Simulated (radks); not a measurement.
The nuclear charge of the cadmium ion Cd2+ is varied continuously with 46 electrons held in [Kr] 4d10. Method: Dirac Kohn-Sham, BLYP, spin-unpolarised, spherical densities, finite nucleus; Fermi nuclear charge, rms radius 4.6087 fm; computed with a radial shooting solver on a logarithmic mesh with Libxc functionals. By the Hellmann-Feynman theorem dE/dZ = E(electron-nucleus)/Z, the electronic potential at the nucleus (averaged over a nucleus of fixed radius).

Z	E (hartree)	E(electron-nucleus)/Z (hartree)	HOMO	e(HOMO) (eV)	<r> HOMO (bohr)
47.5	-5455.46494	-278.107	4d5/2	-22.355	1.327
48	-5595.52989	-282.153	4d5/2	-30.059	1.263
48.5	-5737.61824	-286.201	4d5/2	-38.417	1.208
49	-5881.73175	-290.254	4d5/2	-47.391	1.159

The central difference of E at Z = 48 is -282.153 hartree, to compare with the third column; the second derivative is -8.09 hartree.
